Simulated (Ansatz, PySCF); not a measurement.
Molecule: sum formula GeSiH₃, charge 0, multiplicity 2. It need not be the lowest isomer of its formula. 
Geometry from a B3LYP-D3(BJ)/def2-TZVP (Ansatz, an electronic-structure program) optimisation:
```
Ge
H 1 1.5494
H 1 1.5508 2 106.11
Si 1 2.3442 2 123.56 3 164.05
H 4 1.5216 1 89.91 2 173.93
```
Charge 0, spin multiplicity 2.

Total electronic energies in hartree. Cores are frozen in the correlated levels unless marked. Open shells are spin-unrestricted. Spin-orbit coupling is left out. The frozen core is the preceding noble-gas configuration, with the filled d and f shells of earlier blocks. No relativistic terms. Basis-set limits of correlation are two-point, X^-3; Hartree-Fock from the larger set. [CCSD(T)-MP2]/basis is that difference in the basis named.

The UHF reference is spin-contaminated (<S^2> 0.23 over the pure value in the largest basis). The T1 diagnostic of CCSD in the largest basis is 0.051, which is high, so the coupled-cluster rows are less sure than usual.

| level | program | energy (Eh) |
|---|---|---|
| B3LYP-D4/def2-TZVPD | Ansatz + dftd4 | -2368.29545 |
| PBE0/STO-3G | Ansatz | -2340.52754 |
| r2SCAN0-D4/def2-TZVPD | Ansatz + dftd4 | -2368.15574 |
| PW6B95-D3(BJ)/def2-TZVPD | PySCF + dftd3 | -2369.47928 |
| PW6B95-D4/def2-TZVPD | PySCF + dftd4 | -2369.47957 |
| CAM-B3LYP-D3(BJ)/def2-TZVPD | Ansatz + dftd3 | -2368.34029 |
| RI-MP2/CBS(def2-TZVPP,def2-QZVPP) | Ansatz | -2366.2492 |
| CCSD(T)/STO-3G | Ansatz | -2339.08335 |
| RI-MP2/CBS(def2-TZVPPD,def2-QZVPPD)+[CCSD(T)-MP2]/def2-TZVPPD | Ansatz | -2366.3045 |

Totals of different functionals don't rank their quality; only differences between species are comparable.
